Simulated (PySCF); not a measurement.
An unknown is described by computed data only.

Elements present: C, F, H, O and P. Monoisotopic mass: 159.9643 u.

| Quantity | Value |
| --- | --- |
| UV, first state | lowest singlet excitation: 3.37 eV (368 nm, f = 0.004) [TDDFT CAM-B3LYP/def2-SVPD] |
| Dipole | 3.16 D [CAM-B3LYP/def2-SVPD] |
| Rotational structure | rotational constants A, B, C: 1.871, 1.039, 0.668 GHz [PBE0-D3(BJ)/def2-SVP] |
| 13C NMR | chemical shifts (computed TMS as zero) by class: 192.5 (1 C), 190.8 (1 C), 176.7 (1 C), 153.8 (1 C), 148.4 (1 C) ppm [GIAO HF/pcSseg-1] |
| Valence photoelectron | vertical ionisation energy: 9.65 eV [ΔSCF CAM-B3LYP/def2-SVPD] |
| 1H NMR | chemical shifts (computed TMS as zero) by class: 10.18 (1 H), 10.17 (1 H), 8.66 (1 H) ppm [GIAO HF/pcSseg-1] |
| Polarisability | 110.6 au [CAM-B3LYP/def2-SVPD] |
| Triplet | lowest triplet excitation (Tamm–Dancoff): 2.66 eV [TDA CAM-B3LYP/def2-SVPD] |

The electronic properties come from PySCF, for the isolated species, density fitting. Levels stand in brackets. One conformer (not necessarily the lowest) at the PBE0-D3(BJ)/def2-SVP geometry, without solvent, vibrations or thermal averaging. Each NMR value is the plain mean over a class of atoms that symmetry, rotation or inversion makes alike.

Q: Which formula fits the mass and the elements?

A: C5H3FOP2 (calculated 159.9643). No other formula that holds each of these elements comes within 0.0003 u with a fitting electron parity and a possible valence count.

Q: What is the compound? Reason from the data.

A: Numbering: `[O:1]=[CH:2][c:3]1[p:4][cH:5][p:6][cH:7][c:8]1[F:9]`. 5 carbons fall into 5 classes; from least to most shielded: aromatic CH carbon [C5] (192.5 ppm), aldehyde carbon [C2] (190.8 ppm), aromatic C–F carbon [C8] (176.7 ppm), substituted aromatic carbon [C3] (153.8 ppm), aromatic CH carbon [C7] (148.4 ppm). Hydrogen classes from least to most shielded: 1 H on an aromatic CH carbon, C5 (10.18 ppm), 1 H on an aldehyde carbon, C2 (10.17 ppm), 1 H on an aromatic CH carbon, C7 (8.66 ppm). S1 is mainly HOMO−1→LUMO (weight 0.71); the largest Löwdin shares of the orbital it empties are 0.29 on a phosphorus bonded to 2 C, 0.25 on the aldehyde oxygen, 0.18 on a phosphorus bonded to 2 C and 0.09 on the substituted aromatic carbon, of the orbital it fills 0.22 on a phosphorus bonded to 2 C, 0.17 on a phosphorus bonded to 2 C, 0.14 on the substituted aromatic carbon and 0.11 on an aromatic CH carbon. The first electron is taken from the HOMO, whose largest Löwdin shares are 0.21 on an aromatic CH carbon, 0.20 on the substituted aromatic carbon and 0.16 on each of 2 atoms of one kind (phosphorus bonded to 2 C). By its constants the optimised geometry is an asymmetric top. Structure: `O=Cc1pcpcc1F`. The assignments are read from this structure; whether some other isomer fits the data as well wasn't checked.

The values belong to the conformer `[O:1]=[CH:2][c:3]1[p:4][cH:5][p:6][cH:7][c:8]1[F:9]`: O1–C2–C3–P4 -3°.
